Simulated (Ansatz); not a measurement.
Question: Name a neutral molecule of C, O, S, Si and H with HOMO energy (ωB97M-V/def2-TZVPP) between -9.60 and -9.30 eV and size of the dipole moment (ωB97M-V/def2-TZVPP) between 1.25 and 1.55 D (Ansatz, PBE0-D4/def2-TZVP geometry).

Answer: `O[SiH]1OCS1` (-9.55 eV, 1.28 D); `O=C([SiH3])S` (-9.57 eV, 1.48 D); `[SiH3]OCS` (-9.48 eV, 1.50 D); `SC1OC[SiH2]1` (-9.36 eV, 1.40 D); `[SiH3]SC1CO1` (-9.55 eV, 1.31 D); `O[C@@H]1S[Si@@H]1O` (-9.41 eV, 1.45 D). Other molecules can fit too; these were computed, each in one conformer that needn't be the lowest.
